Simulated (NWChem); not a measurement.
System: SiHOF, singlet; SMILES O[Si]F

NWChem printed, in part:

```
             Northwest Computational Chemistry Package (NWChem) 7.3.0
             --------------------------------------------------------

                             Geometry "geometry" -> ""
                             -------------------------

 Output coordinates in angstroms (scale by  1.889725989 to convert to a.u.)

  No.       Tag          Charge          X              Y              Z
 ---- ---------------- ---------- -------------- -------------- --------------
    1 Si                  14.0000     0.62140200     0.01245200     0.00000000
    2 F                    9.0000    -0.42110700    -1.25910500     0.00000000
    3 O                    8.0000    -0.44932800     1.27604700     0.00000000
    4 H                    1.0000    -1.39785800     1.08855900     0.00000000

 Effective nuclear repulsion energy (a.u.)     100.8521490423

                              NWChem Property Module
                              ----------------------

                                 NWChem DFT Module
                                 -----------------

 Summary of "ao basis" -> "ao basis" (spherical)
 ------------------------------------------------------------------------------
       Tag                 Description            Shells   Functions and Types
 ---------------- ------------------------------  ------  ---------------------
 Si                       aug-cc-pvdz               11       27   5s4p2d
 F                        aug-cc-pvdz                9       23   4s3p2d
 O                        aug-cc-pvdz                9       23   4s3p2d
 H                        aug-cc-pvdz                5        9   3s2p

            General Information
            -------------------
          SCF calculation type: DFT
          Wavefunction type:  closed shell.
          No. of atoms     :     4
          No. of electrons :    32
           Alpha electrons :    16
            Beta electrons :    16
          Charge           :     0
          Spin multiplicity:     1
          Use of symmetry is: off; symmetry adaption is: off
          Maximum number of iterations: 150
          AO basis - number of functions:    82
                     number of shells:    34
          Convergence on energy requested:  1.00D-06
          Convergence on density requested:  1.00D-05
          Convergence on gradient requested:  5.00D-04

              XC Information
              --------------
                         B3LYP Method XC Potential
                     Hartree-Fock (Exact) Exchange  0.200
                        Slater Exchange Functional  0.800 local
                    Becke 1988 Exchange Functional  0.720 non-local
              Lee-Yang-Parr Correlation Functional  0.810
                  VWN I RPA Correlation Functional  0.190 local

             Grid Information
             ----------------
          Grid used for XC integration:  medium
          Radial quadrature: Mura-Knowles
          Angular quadrature: Lebedev.
          Tag              B.-S. Rad. Rad. Pts. Rad. Cut. Ang. Pts.
          ---              ---------- --------- --------- ---------
          Si                  1.10       88          13.0       590
          F                   0.50       49          11.0       434
          O                   0.60       49          11.0       434
          H                   0.35       45          13.0       434
          Grid pruning is: on
          Number of quadrature shells:   231
          Spatial weights used:  Erf1

      Superposition of Atomic Density Guess
      -------------------------------------

 Sum of atomic energies:        -463.49073573

      Non-variational initial energy
      ------------------------------

 Total energy =    -463.889671
 1-e energy   =    -843.458907
 2-e energy   =     278.717087
 HOMO         =      -0.305911
 LUMO         =      -0.029738

   convergence    iter        energy       DeltaE   RMS-Dens  Diis-err
 ---------------- ----- ----------------- --------- --------- ---------
 d= 0,ls=0.0,diis     1   -465.1950377271 -5.66D+02  1.92D-02  7.70D-01
 d= 0,ls=0.0,diis     2   -465.0613380000  1.34D-01  8.66D-03  2.36D+00
 d= 0,ls=0.0,diis     3   -465.2789929417 -2.18D-01  9.43D-04  8.78D-03
 d= 0,ls=0.0,diis     4   -465.2795692285 -5.76D-04  4.38D-04  2.93D-03
 d= 0,ls=0.0,diis     5   -465.2797687947 -2.00D-04  1.73D-04  7.44D-04
  Resetting Diis
 d= 0,ls=0.0,diis     6   -465.2798355524 -6.68D-05  2.41D-05  3.15D-06
 d= 0,ls=0.0,diis     7   -465.2798359469 -3.94D-07  5.94D-06  5.77D-08

         Total DFT energy =     -465.279835946897
      One electron energy =     -845.303185002830
           Coulomb energy =      319.540918440549
    Exchange-Corr. energy =      -40.369718426919
 Nuclear repulsion energy =      100.852149042303

 Numeric. integr. density =       31.999997866566

                       DFT Final Molecular Orbital Analysis
                       ------------------------------------

 Vector   14  Occ=2.000000D+00  E=-3.832694D-01
              MO Center= -3.9D-01,  6.8D-01,  1.2D-10, r^2= 2.0D+00
   Bfn.  Coefficient  Atom+Function         Bfn.  Coefficient  Atom+Function
  ----- ------------  ---------------      ----- ------------  ---------------
    56      0.511820  3 O  py                33      0.339913  2 F  py
    59      0.330917  3 O  py                36      0.234287  2 F  py
    53      0.182708  3 O  s                 74     -0.132427  4 H  s
     3     -0.130609  1 Si s                  4     -0.122768  1 Si s
    55      0.101726  3 O  px                52      0.098027  3 O  s

 Vector   15  Occ=2.000000D+00  E=-3.713835D-01
              MO Center= -4.0D-01,  1.0D+00, -6.6D-10, r^2= 1.2D+00
   Bfn.  Coefficient  Atom+Function         Bfn.  Coefficient  Atom+Function
  ----- ------------  ---------------      ----- ------------  ---------------
    57      0.583168  3 O  pz                60      0.400358  3 O  pz
    34     -0.181196  2 F  pz                37     -0.122889  2 F  pz
    11      0.117014  1 Si pz                63      0.083291  3 O  pz
    19      0.056303  1 Si d -1              14      0.055793  1 Si pz
    40     -0.037075  2 F  pz                21      0.027982  1 Si d  1

 Vector   16  Occ=2.000000D+00  E=-2.869645D-01
              MO Center=  9.2D-01,  1.8D-02, -1.5D-09, r^2= 2.1D+00
   Bfn.  Coefficient  Atom+Function         Bfn.  Coefficient  Atom+Function
  ----- ------------  ---------------      ----- ------------  ---------------
     4      0.597513  1 Si s                  3      0.378406  1 Si s
     9      0.308735  1 Si px                32     -0.226819  2 F  px
    12      0.164986  1 Si px                56      0.164646  3 O  py
    35     -0.163065  2 F  px                53     -0.135679  3 O  s
    55     -0.129332  3 O  px                 5      0.113783  1 Si s

 Vector   17  Occ=0.000000D+00  E=-7.488270D-02
              MO Center=  7.5D-01,  2.2D-02,  1.8D-09, r^2= 3.3D+00
   Bfn.  Coefficient  Atom+Function         Bfn.  Coefficient  Atom+Function
  ----- ------------  ---------------      ----- ------------  ---------------
    14      0.648831  1 Si pz                11      0.466693  1 Si pz
    57     -0.218465  3 O  pz                17      0.212886  1 Si pz
    34     -0.178659  2 F  pz                60     -0.179477  3 O  pz
    37     -0.137971  2 F  pz                63     -0.131799  3 O  pz
    40     -0.112864  2 F  pz                21     -0.047790  1 Si d  1

 Vector   18  Occ=0.000000D+00  E=-1.764533D-02
              MO Center= -1.3D+00,  1.1D+00, -5.0D-10, r^2= 8.1D+00
   Bfn.  Coefficient  Atom+Function         Bfn.  Coefficient  Atom+Function
  ----- ------------  ---------------      ----- ------------  ---------------
    76      0.985869  4 H  s                 54     -0.457223  3 O  s
    75      0.341523  4 H  s                 53     -0.298003  3 O  s
    12     -0.219562  1 Si px                13      0.208084  1 Si py
    16      0.167983  1 Si py                10      0.156045  1 Si py
    61      0.137761  3 O  px                52     -0.127086  3 O  s

 Vector   19  Occ=0.000000D+00  E=-4.160203D-03
              MO Center=  4.8D-01, -5.7D-01,  2.9D-09, r^2= 9.4D+00
   Bfn.  Coefficient  Atom+Function         Bfn.  Coefficient  Atom+Function
  ----- ------------  ---------------      ----- ------------  ---------------
    16      0.688679  1 Si py                76     -0.436356  4 H  s
    13      0.397281  1 Si py                31      0.254832  2 F  s
    12      0.252491  1 Si px                10      0.237348  1 Si py
    15      0.227640  1 Si px                30      0.206818  2 F  s
     5     -0.178941  1 Si s                 61     -0.179335  3 O  px

     Multipole analysis of the density
     ---------------------------------

     L   x y z        total         alpha         beta         nuclear
     -   - - -        -----         -----         ----         -------
     0   0 0 0     -0.000000    -16.000000    -16.000000     32.000000

     1   1 0 0     -0.210380     -0.026939     -0.026939     -0.156501
     1   0 1 0      0.151470     -0.055901     -0.055901      0.263273
     1   0 0 1      0.000000      0.000000      0.000000      0.000000

     2   2 0 0    -16.304779    -27.027461    -27.027461     37.750144
     2   1 1 0     -1.413095      1.486570      1.486570     -4.386235
     2   1 0 1      0.000000      0.000000      0.000000      0.000000
     2   0 2 0    -20.556553    -61.133103    -61.133103    101.709652
     2   0 1 1      0.000000      0.000000      0.000000      0.000000
     2   0 0 2    -16.496200     -8.248100     -8.248100      0.000000

 *** CALLING NEW AORESP DRIVER FOR CLOSED AND OPEN SHELLS ***
 Entering AOResponse driver routine

--------------------------------------------------------------------------------

          -----------------------------------------------
          Solving response equations for perturbing field
          -----------------------------------------------

 number of frequencies:     1
 frequency in a.u.:  0.7730000E-01
 Perturbing field: electric
 Using El. Dipole Length Gauge

 Setting up CPKS with frequency omega =      0.07730000 a.u.

                            NWChem Dynamic CPHF Module
                            --------------------------

    scftype = RHF
    nclosed =   16
      nopen =    0
  variables =     2112
  num. vecs =        3
  tolerance =   1.0D-04
  max. iter =   50

 SCF residual:    5.4151848301514844E-004

Iterative solution of linear equations
  No. of variables     2112
  No. of equations        3
  Maximum subspace       30
       Convergence  1.0D-04

   iter   nsub   residual    time
   ----  ------  --------  ---------
     1      3    4.15D+00      62.4
     2      6    2.35D+00     103.1
     3      9    7.46D-01     143.7
     4     12    4.36D-02     182.8
     5     15    9.94D-03     222.3
     6     18    2.10D-03     261.8
     7     21    1.87D-04     304.6
     8     24    3.29D-05     346.5

 Electric Dipole Response Matrix (nonzero elements):

              1        2        3
    1   37.2163  -2.1263   0.0000
    2   -2.1263  37.3247   0.0000
    3    0.0000   0.0000  33.9451

 ------------------------------------------
 average:        36.16205 + I       0.00000

 DFT Linear Response polarizability / au
 Frequency  =       0.0773000 / au
 Wavelength =     589.4353558 / nm
              X              Y              Z
 -----------------------------------------------
 X      37.2162999     -2.1263017      0.0000000
 Y      -2.1262775     37.3246940      0.0000000
 Z       0.0000000      0.0000000     33.9451459
 -----------------------------------------------
 Eigenvalues =      35.1435046     39.3974893     33.9451459
 Isotropic   =      36.1620466
 Anisotropic =       4.9628871
 -----------------------------------------------

 Magnetic Dipole Response Matrix (nonzero elements):

 Exiting AOResponse driver routine
```

Level: B3LYP/aug-cc-pVDZ. Low-valent species are run as closed-shell singlets; no triplet was tried in these runs. All runs use the structure optimised with PBE0/def2-SVP.

**Question.** Write an input that gives this output.

**Answer.** Several could match; the one computed here: the input that was run:
```
start job
memory heap 200 mb stack 700 mb global 900 mb
geometry units angstroms noautosym nocenter noautoz
  Si     0.621402     0.012452     0.000000
  F     -0.421107    -1.259105     0.000000
  O     -0.449328     1.276047     0.000000
  H     -1.397858     1.088559     0.000000
end
basis spherical
  Si library aug-cc-pvdz
  F library aug-cc-pvdz
  O library aug-cc-pvdz
  H library aug-cc-pvdz
end
dft
  xc b3lyp
  iterations 150
end
property
  response 1 0.0773
end
task dft property
```
